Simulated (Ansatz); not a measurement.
A geometry relaxed with PBE0-D3(BJ)/def2-TZVP (Ansatz, a program for electronic structure), charge 0, multiplicity 1:

```xyz
10

H      1.0171    -0.4487    -1.3747
H      1.3581    -1.1120     0.2115
H     -1.1500    -1.1139     0.7499
C      1.2166    -0.1719    -0.3334
S      0.1759     2.0686     0.8271
C      0.0485     0.5697     0.2278
H     -1.4910    -0.4507    -0.8364
C     -1.2460    -0.1739     0.1952
H      2.1285     0.4180    -0.2828
H     -2.0576     0.4148     0.6158
```

### Question
Write the SMILES of this molecule.

### Answer
`CC(C)=S`
